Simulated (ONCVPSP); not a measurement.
# copper ONCV: all-electron and pseudo phase curves

```
Element                 : copper (Cu)
Generator               : ONCVPSP 4.0.1
Type                    : optimised norm-conserving Vanderbilt (ONCV)
Functional              : PW91
Relativity              : scalar-relativistic
Frozen core             : [Ne]
Valence charge          : 19
Reference configuration : 3s2 3p6 3d10 4s1
Partial waves           : 3s+4s: rc 1.45 bohr, ncon 4, nbas 9, qcut 9.7 1/bohr, 2 projectors; 3p: rc 0.80 bohr, ncon 4, nbas 7, qcut 11.9 1/bohr, 2 projectors, debl 1.2 Ha; 3d: rc 1.60 bohr, ncon 4, nbas 9, qcut 11.1 1/bohr, 2 projectors, debl 0.5 Ha
Local potential         : polynomial inside 0.70 bohr (lpopt 1, dvloc0 0 Ha)
Core correction         : none
```

In the p channel the program set the typed energies aside and used -2.653, 0.250 Ha.

The phase is arctan(r·R′/R) of the radial function R(r), unwrapped; energies in Ha, scanned from -6 to 5 Ha. A pole is an energy at which the radial function vanishes at the test radius. The pseudo phase is shifted by a multiple of π to meet the all-electron one at the reference energy, and phase errors are pseudo minus all-electron; the curves can meet again beyond the range given. Levels narrower than the energy grid can be missing from the lists of poles.

Question: For each channel, where are the poles, and over which energies does the pseudopotential scatter like the atom?

Answer:

```tsv
channel	radius (bohr)	reference energy (Ha)	poles, all-electron	poles, pseudo	unbroken range about the reference energy with phases within 0.05 rad	phase error 1 Ha above the reference energy (rad)
s	1.47	-0.17	-4.03	-4.03	the whole range	-0.001
p	0.81	-2.65	3.29	3.29	the whole range	+0.000
d	1.63	-0.19	0.17	0.17	the whole range	-0.000
```

Phases in the p channel:

| E (Ha) | all-electron | pseudo |
| --- | --- | --- |
| -5.96 | 0.067 | 0.067 |
| -5.68 | -0.058 | -0.058 |
| -5.40 | -0.187 | -0.187 |
| -5.12 | -0.316 | -0.316 |
| -4.84 | -0.440 | -0.440 |
| -4.56 | -0.557 | -0.557 |
| -4.28 | -0.665 | -0.665 |
| -4.00 | -0.762 | -0.762 |
| -3.72 | -0.849 | -0.849 |
| -3.44 | -0.925 | -0.925 |
| -3.16 | -0.993 | -0.993 |
| -2.88 | -1.053 | -1.053 |
| -2.60 | -1.106 | -1.106 |
| -2.32 | -1.153 | -1.153 |
| -2.04 | -1.195 | -1.195 |
| -1.76 | -1.232 | -1.232 |
| -1.48 | -1.266 | -1.266 |
| -1.20 | -1.297 | -1.297 |
| -0.92 | -1.325 | -1.325 |
| -0.64 | -1.350 | -1.350 |
| -0.36 | -1.373 | -1.373 |
| -0.08 | -1.395 | -1.395 |
| 0.20 | -1.415 | -1.415 |
| 0.48 | -1.433 | -1.433 |
| 0.76 | -1.451 | -1.451 |
| 1.04 | -1.467 | -1.467 |
| 1.32 | -1.482 | -1.482 |
| 1.60 | -1.497 | -1.497 |
| 1.88 | -1.510 | -1.510 |
| 2.16 | -1.523 | -1.523 |
| 2.44 | -1.536 | -1.536 |
| 2.72 | -1.548 | -1.548 |
| 3.00 | -1.559 | -1.559 |
| 3.28 | -1.571 | -1.571 |
| 3.56 | -1.581 | -1.581 |
| 3.84 | -1.592 | -1.592 |
| 4.12 | -1.602 | -1.602 |
| 4.40 | -1.613 | -1.613 |
| 4.68 | -1.622 | -1.623 |
| 4.96 | -1.632 | -1.632 |
